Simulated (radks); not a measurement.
All-electron atom: the ytterbium ion Yb3+ in [Kr] 4d10 4f13 5s2 5p4 5d2 (not the ground configuration). All-electron calculation, Dirac Kohn-Sham, PBEsol, spin-unpolarised, spherical densities, finite nucleus; open shells fill j = l - 1/2 first; Fermi nuclear charge, rms radius 5.3108 fm. Program: a radial shooting solver on a logarithmic mesh with Libxc functionals.

Spin-orbit splittings of the eigenvalues, e(l+1/2) - e(l-1/2), with zeta = 2 splitting/(2l+1) and mean radii in bohr:

| shell | occ. | splitting (eV) | zeta (eV) | <r> j=l-1/2 | <r> j=l+1/2 |
|---|---|---|---|---|---|
| 2p | 6 | 1046 | 697.6 | 0.06873 | 0.07623 |
| 3p | 6 | 222.1 | 148.0 | 0.2061 | 0.2202 |
| 3d | 10 | 48.53 | 19.41 | 0.1935 | 0.1979 |
| 4p | 6 | 50.41 | 33.61 | 0.4954 | 0.5277 |
| 4d | 10 | 9.199 | 3.680 | 0.5523 | 0.5637 |
| 4f | 13 | 1.413 | 0.4038 | 0.7148 | 0.7271 |
| 5p | 4 | 6.973 | 4.649 | 1.302 | 1.397 |
| 5d | 2 | 0.6565 | 0.2626 | 1.929 | 1.971 |
| 6p | 0 | 1.151 | 0.7671 | 3.261 | 3.439 |
